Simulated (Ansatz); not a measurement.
Mulliken charges of AlH6NSiTe (`[SiH3][NH][AlH][TeH]`) from ωB97M-V/def2-TZVPP in Ansatz (PBE0-D4/def2-TZVP geometry).

```csv
atom,x (Å),y (Å),z (Å),charge (e)
Si1,-1.102,0.479,-0.947,0.243
N2,-0.600,-0.705,0.205,-0.339
Al3,0.881,-0.942,1.164,0.365
Te4,2.866,0.617,1.037,-0.140
H5,-2.342,1.182,-0.514,-0.042
H6,-0.011,1.475,-1.089,-0.046
H7,-1.377,-0.124,-2.281,-0.043
H8,-1.297,-1.422,0.373,0.099
H9,0.956,-2.184,2.137,-0.098
H10,2.109,1.573,-0.083,0.002
```

Task: By hand: the dipole of these point charges (1 e Å = 4.8032 D).

Result: Σ q r = (-0.204, -0.111, -0.023) e Å, of length 0.233 e Å = 1.12 D.

Task: How does the dipole of the full density compare? (An estimate is asked.)

Result: The calculation gave: (-0.223, -0.164, 0.005) e Å, 1.33 D; the point charges give 0.84 times that, at 10° from its direction.

Point charges leave out the atoms' own dipoles, such as those of lone pairs, and Mulliken's split depends on the basis, so the two needn't agree.
